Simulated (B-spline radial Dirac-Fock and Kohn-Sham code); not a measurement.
Photoionisation of cobalt ions at Cu Kα (8047.8 eV)

Level of theory: a relativistic central-field model (Hartree-Slater potential of the initial state, Latter tail, multipole expansion of the photon field, Dirac-Fock thresholds); a radial B-spline solver. Cross sections in kb; a dash marks an empty subshell or a threshold above the photon energy.

```tsv
ion	configuration	total	1s	2p1/2	2p3/2	3s	3p1/2
Co	[Ar] 3d7 4s2	31.81	27.9	0.516	0.954	0.286	0.0664
Co⁵⁺	[Ar] 3d4	31.78	27.8	0.516	0.954	0.307	0.0734
Co⁹⁺	[Ne] 3s2 3p6	32.21	28.1	0.516	0.955	0.355	0.0879
Co¹³⁺	[Ne] 3s2 3p2	4.035	–	0.526	0.974	0.407	0.0347
Co¹⁸⁺	[He] 2s2 2p5	3.461	–	0.469	0.870	–	–
Co²¹⁺	[He] 2s2 2p2	2.914	–	0.211	0.391	–	–
Co²³⁺	[He] 2s2	2.476	–	–	–	–	–
```

Values without a named source are computed, but for edge energies of neutral atoms, which are taken from tables.
